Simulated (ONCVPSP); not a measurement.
Pseudopotential generation for phosphorus: ONCV, LDA (Perdew-Zunger), scalar-relativistic.

```json
{
  "Element": "phosphorus",
  "Generator": "ONCVPSP 4.0.1",
  "Type": "optimised norm-conserving Vanderbilt (ONCV)",
  "Functional": "LDA (Perdew-Zunger)",
  "Relativity": "scalar-relativistic",
  "Frozen core": "[He]",
  "Valence charge": "13",
  "Reference configuration": "2s2 2p6 3s2 3p3",
  "Partial waves": "2s+3s: rc 0.75 bohr, ncon 5, nbas 8, qcut 20 1/bohr, 2 projectors; 2p+3p: rc 0.95 bohr, ncon 3, nbas 6, qcut 18.9 1/bohr, 2 projectors; d scattering state at 0.02 Ha: rc 0.85 bohr, ncon 3, nbas 8, qcut 13.6 1/bohr, 1 projector",
  "Local potential": "polynomial inside 0.70 bohr (lpopt 5, dvloc0 -1 Ha)",
  "Core correction": "none"
}
```

Poles of the logarithmic derivatives, all-electron (AE) and pseudo (PS). s: poles at -3.4 (AE) and -3.4 (PS) Ha. p: poles at -3.9 (AE) and -3.9 (PS) Ha. d: poles at no energy (AE) and no energy (PS) Ha. Test radii: s 0.76, p 0.96, d 0.86 bohr.

* Cutoffs needed: 132 Ha and 157 Ha (the cutoffs (Ha) at which the residual kinetic energy of the hardest occupied pseudo-wave falls to 1 and 0.1 mHa per electron)
* Ghost test: no bound ghost flagged; no localised positive-energy state flagged
* Largest excitation error: +8.7 meV (all-electron minus pseudo) for 2s2 2p6 3s2 3p0, out of 4 test configurations
